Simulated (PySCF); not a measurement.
**Exercise with solution: entropy of an ideal gas**

CHOS, SMILES [OH+]=C=S, charge +1.

The structure is a stationary point at B3LYP-D3(BJ)/def2-TZVP. The isomer is the one that the SMILES or the coordinates give; other isomers of the formula were not compared.

B3LYP-D3(BJ)/def2-TZVP in PySCF 2.14.0 gives the harmonic wavenumbers 444, 481, 922, 1022, 1928, 3556 cm⁻¹ and the rotational temperatures 37.7673, 0.2767, 0.2747 K. The molar mass is 61.08 g/mol, the symmetry number 1, the spin multiplicity 1.

### Question
Work out the entropy at 298.15 K and 1 atm in the rigid-rotor, harmonic-oscillator model.

### Answer

Translation (Sackur–Tetrode at 1 atm): S = R[1.5 ln M + 2.5 ln T − 1.16487] = 160.0 J/(mol K).
Rotation: q = (√π/σ) T^1.5/√(θA θB θC) = 5390, S = R[ln q + 3/2] = 83.9 J/(mol K).
Vibration: with u = 1.4388 ν/T, each mode gives R[u/(e^u − 1) − ln(1 − e^−u)]:
```tsv
ν (cm⁻¹)	modes	u	S (J/(mol K))
444	1	2.14	3.41
481	1	2.32	2.96
922	1	4.45	0.54
1022	1	4.93	0.36
1928	1	9.30	0.01
```
The stiffer modes add less than 0.005 each. Sum 7.3 J/(mol K).
Spin: R ln 1 = 0.0 J/(mol K).
Total 251.2 J/(mol K); the program's own thermochemistry gives 251.2. Translation makes up 64 % and vibration 3 %. Anharmonicity, hindered rotation and orbital degeneracy are left out.
